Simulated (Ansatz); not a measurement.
`C=C(F)N[SiH3]` + `C[O][Cd][NH2]` → `[NH2][Cd][O][SiH3]` + `C=C(F)NC`  (formal exchange of groups at the Si–N bond)

Program: Ansatz. Geometries: PBE0-D4/def2-TZVP. ΔE: electronic, gas phase. CBS: MP2 limit from def2 TZ/QZ plus the TZ coupled-cluster correction, frozen cores. DFT in def2-TZVPP. def2 core potentials past Kr. For Cd outer-core shells are correlated without core-valence functions, which leaves a few kJ/mol of doubt a bond. One conformer a species, not always the lowest.

`C=C(F)N[SiH3]`:

```xyz
11

C    -2.061    0.068   -0.739
C    -0.881   -0.261   -0.230
F    -0.665   -1.509    0.219
N     0.248    0.492   -0.062
Si    1.745   -0.069    0.629
H    -2.848   -0.669   -0.793
H    -2.243    1.069   -1.102
H     0.165    1.444   -0.376
H     2.340   -1.174   -0.160
H     1.574   -0.516    2.033
H     2.626    1.124    0.579
```

`C[O][Cd][NH2]`:

Cartesian coordinates in Å:
```
C 1.390 0.541 1.429
O 1.309 0.201 0.075
Cd -0.392 -0.249 -0.802
N -2.138 -0.703 -1.668
H 0.818 1.445 1.686
H 2.440 0.746 1.674
H 1.054 -0.262 2.101
H -2.133 -1.640 -2.055
H -2.348 -0.078 -2.439
```

`[NH2][Cd][O][SiH3]`:

```xyz
9

N     0.916    2.249   -1.797
Cd    0.665    0.616   -0.674
O     0.346   -0.958    0.449
Si   -0.880   -1.530    1.341
H     1.707    2.799   -1.480
H     1.108    2.008   -2.763
H    -2.094   -1.813    0.516
H    -0.467   -2.799    2.001
H    -1.300   -0.570    2.407
```

`C=C(F)NC`:

Cartesian coordinates in Å:
```
C -0.131 1.433 -1.356
C -0.100 0.223 -0.808
F 0.358 -0.819 -1.514
N -0.542 -0.172 0.428
C 0.263 -1.090 1.212
H -0.444 2.289 -0.776
H 0.125 1.564 -2.397
H -0.913 0.603 0.954
H -0.300 -1.378 2.100
H 1.225 -0.663 1.525
H 0.458 -1.990 0.632
```

```csv
level,ΔE (kcal/mol)
PBE-D4,-19.8
ωB97X-V,-22.2
ωB97M-V,-22.3
BLYP,-20.2
BHLYP,-23.2
LC-ωPBE,-22.3
HF/def2-TZVPP,-24.8
MP2/def2-TZVPP,-23.7
```

(1) What does CCSD(T)/CBS give? (Best estimate.)

Largest T1 diagnostic among the species: 0.016.

## Answers

(1) Ansatz gave: -22.9 kcal/mol. The listed levels differ from it by 3.1, 0.7, 0.6, 2.7, -0.3, 0.6, -1.9, -0.8 kcal/mol.

From r2SCAN to r2SCAN0 (25 % exact exchange), in def2-TZVPP and without D4, ΔE moves by −1.1 kcal/mol. In def2-TZVPP, CCSD(T) changes the Hartree–Fock value by +1.8 kcal/mol (the triples alone add +0.3 kcal/mol) and MP2 by +1.0 kcal/mol. Leaving LDA and LC-ωPBE aside and taking each functional with its dispersion term where it has one, the values, not all of them listed here, spread over 3.7 kcal/mol, from PBE-QIDH to revPBE-D4.
